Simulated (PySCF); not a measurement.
**Where the electron goes**

Species: Zr(OiPr)F3, C₃H₇F₃OZr (singlet state).
Geometry (PBE0-D3(BJ)/def2-SVP, Å), atoms numbered from 1 in this order:
```xyz
15
C3H7F3OZr angstrom
Zr    -0.5956   -0.7324   -2.3782
O      0.0371   -0.4414   -0.6163
C      0.4886   -0.1430    0.6823
C     -0.6408   -0.3609    1.6732
C      1.0407    1.2707    0.7154
H      1.3069   -0.8506    0.9126
H     -1.4715    0.3321    1.4660
H     -0.2947   -0.1878    2.7031
H     -1.0223   -1.3902    1.6058
H      1.8513    1.3891   -0.0185
H      0.2469    1.9969    0.4788
H      1.4405    1.5093    1.7123
F      0.7246   -0.1453   -3.6254
F     -2.1965    0.2710   -2.6484
F     -0.9480   -2.5938   -2.6187
```

Method used: TDDFT wB97X-D/def2-SVPD, vertical, gas phase, core orbitals frozen in the response, def2 core potentials past Kr (PySCF). Spin–orbit coupling is left out.

Kohn–Sham orbitals with the atoms that hold most of them (Löwdin shares over 4%, at most four atoms; ? is withheld):

| orbital | ε (eV) | atoms |
| --- | --- | --- |
| LUMO+2 | 1.26 | Zr1 71%, F14 8%, F13 7%, F15 6% |
| LUMO+1 | 1.24 | Zr1 70%, F13 7%, F15 7%, O2 7% |
| LUMO | ? | Zr1 70% |
| HOMO | -10.83 | ? |
| HOMO-1 | -10.95 | ? |
| HOMO-2 | -12.49 | C4 24%, C5 24%, H9 13%, H10 13% |
| HOMO-3 | -12.77 | O2 22%, C4 16%, C5 15%, C3 10% |

**Question.** Give the leading atoms of the HOMO.

**Answer.** O2 (bonded to C and Zr) 42%; C3 (bonded to 2 C, O and H) 19%; H6 (bonded to C) 12%; C5 (bonded to C and 3 H) 6%. By element: oxygen 42%, carbon 25% or more, hydrogen 12% or more.

**Question.** Give the leading atoms of the HOMO-1.

**Answer.** O2 (bonded to C and Zr) 48%; C3 (bonded to 2 C, O and H) 13%; C4 (bonded to C and 3 H) 11%; C5 (bonded to C and 3 H) 11%. By element: oxygen 48%, carbon 36%.

**Question.** What is the LUMO energy, and the HOMO–LUMO gap?

**Answer.** ε(LUMO) = 1.10 eV; the gap is 11.93 eV (0.4383 hartree).

**Question.** The HOMO–LUMO gap is 11.93 eV. Where does the response calculation put the lowest singlet, and from which orbitals?

**Answer.** S1 is at 7.15 eV (f = 0.0001), 4.78 eV below the gap, made of HOMO→LUMO+2 (51%), HOMO-1→LUMO+1 (32%). Its leading pair isn't HOMO and LUMO; the energies of that pair differ by 12.09 eV. 

For S1 the Löwdin share of zirconium is at most 7% in HOMO and 71% in LUMO+2 (ligand-to-metal charge transfer by this measure).

Next come S2 at 7.27 eV (f 0.0047), HOMO-1→LUMO+1 (38%), HOMO→LUMO+2 (29%), HOMO→LUMO+1 (13%); S3 at 7.27 eV (f 0.0039), HOMO→LUMO+1 (34%), HOMO-1→LUMO+2 (32%), HOMO-1→LUMO+1 (17%); S4 at 7.67 eV (f 0.0098), HOMO→LUMO (64%), HOMO→LUMO+3 (24%); S5 at 7.75 eV (f 0.032), HOMO-1→LUMO (58%), HOMO-1→LUMO+3 (20%).

Löwdin shares depend on the basis, the more so with diffuse functions.

Hardware: one thread, AMD EPYC 9R45 (x86_64), on a shared host. Cost: 1.8 min wall (grids of density and orbitals included), 1.4 GiB resident at most.
